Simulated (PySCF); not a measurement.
PbH: energy against distance

Set-up: H def2-SVP, Pb def2-SVP with ECP60; scalar-relativistic core potentials (PySCF 2.14). Energies in eV from H + Pb in their ground configurations at the same level. All curves are PBE0. state 1: ²Π (doublet), unpaired electrons π ↑; state 2: ⁴Σ⁻ (quartet), unpaired electrons σ ↑, π ↑↑, a second solution, started from another occupation.

| R (Å) | state 1 | state 2 |
| --- | --- | --- |
| 1.601 | -1.941 | 0.1993 |
| 1.675 | -2.184 | 0.0087 |
| 1.749 | -2.323 | -0.1081 |
| 1.805 | -2.375 | -0.1621 |
| 1.861 | -2.389 | -0.1955 |
| 1.917 | -2.375 | -0.2144 |
| 1.991 | -2.319 | -0.2244 |
| 2.084 | -2.205 | -0.2220 |
| 2.196 | -2.025 | -0.2080 |
| 2.345 | -1.742 | -0.1818 |

Problem. Put a parabola through the three lowest points of the state 1 curve and estimate Re, k and ωe (reduced mass 1.003 u; 1 eV/Å² = 0.16022 mdyn/Å; ωe = 1302.8·√(k/μ) cm⁻¹).

Solution. Through R = 1.805, 1.861, 1.917 Å the second-order coefficient is 4.46 eV/Å², so Re ≈ 1.861 Å, k ≈ 1.43 mdyn/Å and ωe ≈ 1556 cm⁻¹. A polynomial fit of higher order to the unrounded PBE0 energies gives Re = 1.859 Å, k = 1.52 mdyn/Å, ωe = 1604 cm⁻¹; anharmonicity and rounding make the difference.

The higher-order fit for each curve: state 1: Re = 1.859 Å, ωe = 1604 cm⁻¹, De = 2.39 eV; state 2: Re = 2.018 Å, ωe = 660 cm⁻¹, minimum 0.225 eV below the ground-state fragments.

Spin–orbit coupling is left out, which matters for elements this heavy, above all for dissociation energies. Counting both spins, an empty level lies below a filled one in some of these solutions, because spin and occupation are held. The state is the lowest determinant that a PBE0 search found; another state may lie lower at other levels.
